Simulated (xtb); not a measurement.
xtb input (GFN2-xTB):

```bash
xtb mol.xyz --gfn 2 --sp --chrg 0 --uhf 0
```
mol.xyz:
```
3

Zr    -0.18544821     0.12855980    -0.19408017
O      1.56263140    -0.09477859    -0.41481558
O     -0.63539036    -0.54802043     1.38521642
```

End of the output:

```
         :::::::::::::::::::::::::::::::::::::::::::::::::::::
         ::                     SUMMARY                     ::
         :::::::::::::::::::::::::::::::::::::::::::::::::::::
         :: total energy              -9.610425410862 Eh    ::
         :: gradient norm              0.005129937068 Eh/a0 ::
         :: HOMO-LUMO gap              2.060701568374 eV    ::
         ::.................................................::
         :: SCC energy                -9.658195787336 Eh    ::
         :: -> isotropic ES            0.092986987930 Eh    ::
         :: -> anisotropic ES          0.022020202246 Eh    ::
         :: -> anisotropic XC         -0.023489987938 Eh    ::
         :: -> dispersion             -0.001325317769 Eh    ::
         :: repulsion energy           0.047770376474 Eh    ::
         :: add. restraining           0.000000000000 Eh    ::
         :: total charge              -0.000000000000 e     ::
         :::::::::::::::::::::::::::::::::::::::::::::::::::::

           -------------------------------------------------
          |                Property Printout                |
           -------------------------------------------------

    * Orbital Energies and Occupations

         #    Occupation            Energy/Eh            Energy/eV
      -------------------------------------------------------------
         1        2.0000           -0.7046190             -19.1737
         2        2.0000           -0.6536345             -17.7863
         3        2.0000           -0.4736026             -12.8874
         4        2.0000           -0.4424099             -12.0386
         5        2.0000           -0.4302328             -11.7072
         6        2.0000           -0.4225729             -11.4988
         7        2.0000           -0.4137041             -11.2575
         8        2.0000           -0.4043272             -11.0023 (HOMO)
         9                         -0.3285978              -8.9416 (LUMO)
        10                         -0.2927781              -7.9669
        11                         -0.2781733              -7.5695
        12                         -0.2708205              -7.3694
        13                         -0.1969664              -5.3597
Note: The following floating-point exceptions are signalling: IEEE_DENORMAL
normal termination of xtb
        14                         -0.1173685              -3.1938
        15                         -0.0366628              -0.9976
        16                          0.2407639               6.5515
        17                          0.2691877               7.3250
      -------------------------------------------------------------
                  HL-Gap            0.0757294 Eh            2.0607 eV
             Fermi-level           -0.3664625 Eh           -9.9720 eV

     #   Z          covCN         q      C6AA      α(0)
     1  40 Zr       1.405     0.994   443.336    48.223
     2   8 O        0.702    -0.497    23.795     6.536
     3   8 O        0.702    -0.497    23.795     6.536

 Mol. C6AA /au·bohr⁶  :        907.275889
 Mol. C8AA /au·bohr⁸  :      96761.908359
 Mol. α(0) /au        :         61.295158

Wiberg/Mayer (AO) data.
largest (>0.10) Wiberg bond orders for each atom

 ---------------------------------------------------------------------------
     #   Z sym  total        # sym  WBO       # sym  WBO       # sym  WBO
 ---------------------------------------------------------------------------
     1  40 Zr   4.311 --     3 O    2.155     2 O    2.155
     2   8 O    2.307 --     1 Zr   2.155     3 O    0.152
     3   8 O    2.307 --     1 Zr   2.155     2 O    0.152
 ---------------------------------------------------------------------------

Topologies differ in total number of bonds
Writing topology from bond orders to xtbtopo.mol

molecular dipole:
                 x           y           z       tot (Debye)
 q only:       -1.219       0.845      -1.276
   full:       -2.368       1.642      -2.479       9.661
molecular quadrupole (traceless):
                xx          xy          yy          xz          yz          zz
 q only:       -2.895      -0.660       3.763       4.261       1.784      -0.868
  q+dip:       -2.842      -1.457       3.478       5.583       1.040      -0.636
   full:       -5.045      -1.187       6.548       7.491       3.075      -1.503

           -------------------------------------------------
          | TOTAL ENERGY               -9.610425410862 Eh   |
          | GRADIENT NORM               0.005129937068 Eh/α |
          | HOMO-LUMO GAP               2.060701568374 eV   |
           -------------------------------------------------

------------------------------------------------------------------------
------------------------------------------------------------------------
 total:
 SCF:
```
